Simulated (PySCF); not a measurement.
# Radial density of Ga⁺ (gallium, charge +1)

B3LYP, [Ar] 3d10 4s1 4d1, high-spin 3D determinant (an excited configuration). Computed with PySCF 2.14 in aug-cc-pVQZ-PP with one added diffuse shell each of s, p, d, f, g type with ECP10MDF (8s7p6d4f3g, 114 functions), with scalar relativity through the core potential. This is the valence pseudo-density: the core potential removes the inner electrons and smooths the orbitals near the nucleus.

| r (bohr) | 4πr²ρ (e/bohr) | 4πr²(ρα − ρβ) |
| --- | --- | --- |
| 0.00178 | 1.455e-05 | 0.0000 |
| 0.00299 | 3.994e-05 | 0.0000 |
| 0.00503 | 0.0001049 | 0.0000 |
| 0.00846 | 0.0002575 | 0.0000 |
| 0.0142 | 0.0005948 | 0.0000 |
| 0.0239 | 0.001331 | 0.0001 |
| 0.0403 | 0.004561 | 0.0001 |
| 0.0677 | 0.03857 | 0.0001 |
| 0.114 | 0.3899 | -0.0002 |
| 0.192 | 2.770 | -0.0004 |
| 0.322 | 12.90 | 0.0379 |
| 0.542 | 26.67 | 0.0879 |
| 0.912 | 13.49 | 0.0282 |
| 1.53 | 2.493 | 0.5641 |
| 2.58 | 0.5824 | 0.4878 |
| 4.34 | 0.2603 | 0.2597 |
| 7.30 | 0.06472 | 0.0647 |
| 12.3 | 0.001818 | 0.0018 |
| 20.7 | 1.037e-05 | 0.0000 |

Energies and moments cover only the electrons outside the core potential. The outer electron is Rydberg-like, and this basis confines it to a smaller radius and binds it less than a complete one would.
